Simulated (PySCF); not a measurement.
## Peak assignment

Numbering as in the mapped SMILES `[CH3:1][CH2:2][c:3]1[cH:4][cH:5][cH:6][c:7](=[O:8])[o:9]1`. Each H is labelled by its parent atom.

- geometry from GFN2-xTB
- shielding tensors at PBE0/pcSseg-1 (GIAO)
- program: PySCF 2.14.0 with density-fitted response routines
- fast rotation and ring inversion assumed for equivalent nuclei, no relativistic terms, single conformer, in vacuum

Shifts are taken against calculated references (same method and geometry level): ¹³C (186.93 ppm) and ¹H (31.72 ppm) against TMS.

(1) Assign these signals to the numbered atoms. ¹³C{¹H} NMR (computed): δ 178.2 (C), 164.2 (C), 149.7 (CH), 119.7 (CH), 106.5 (CH), 34.1 (CH2), 16.6 (CH3).

(2) Assign these signals to the numbered atoms. ¹H NMR (300 MHz, computed): δ 7.33 (m, 1H), 6.23 (d, 1H), 5.91 (d, 1H), 2.48 (q, 2H), 1.37 (t, 3H).

Results:

(1) 
178.2 → C3, unsaturated ring carbon
164.2 → C7, ring carbonyl carbon
149.7 → C5, unsaturated ring CH
119.7 → C6, unsaturated ring CH
106.5 → C4, unsaturated ring CH
34.1 → C2, sp3 CH2 on an unsaturated ring: a saturated carbon with 2 carbon neighbours and no heteroatom attached
16.6 → C1, methyl carbon: aliphatic region, no heteroatom directly attached

(2) 
```tsv
δ (ppm)	atoms	environment	reason
7.33	H(C5)	hydrogen on a unsaturated ring CH	–
6.23	H(C6)	hydrogen on a unsaturated ring CH	–
5.91	H(C4)	hydrogen on a unsaturated ring CH	–
2.48	H(C2)	hydrogen on an sp3 CH2 on an unsaturated ring	–
1.37	H(C1)	hydrogen on a methyl carbon	–
```

Shifts are as computed. Against solution values, carbons near 30 ppm lie about +3 ppm off and those near 130 ppm about +5 ppm. Of 1211 compounds with measured shifts, 218 miss one by over three times the rms of a fit or turn the order of signals round; such compounds aren't used in these exercises. No couplings were computed; multiplicities are counted from neighbouring protons, with m where these are inequivalent, close in shift, in a saturated or five-membered ring or joined by F or P, and br s for small geminal =CH2 splittings.
